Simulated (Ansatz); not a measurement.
Process, species as SMILES: CCB([NH])N -> [CH2]CB(N)N
Each molecule is optimised on its own at B3LYP-D3(BJ)/def2-TZVP (Ansatz, a program for electronic structure), one conformer each, not searched for the lowest. Frequencies are from Ansatz.

Property: isomerisation energy (enthalpy at 298 K, with B3LYP-D3(BJ) rigid-rotor harmonic-oscillator terms), in eV. Correlated levels leave the core frozen unless marked. Open shells are spin-unrestricted. No spin-orbit coupling. Non-relativistic. CBS marks a two-point X^-3 extrapolation of the correlation energy; Hartree-Fock from the larger set.

```csv
level,program,isomerisation energy (eV)
HF/6-31G,Ansatz,-0.60
```

Question: What does CCSD(T)/CBS(cc-pVTZ,cc-pVQZ) (Ansatz) give?

Answer: -0.62 eV
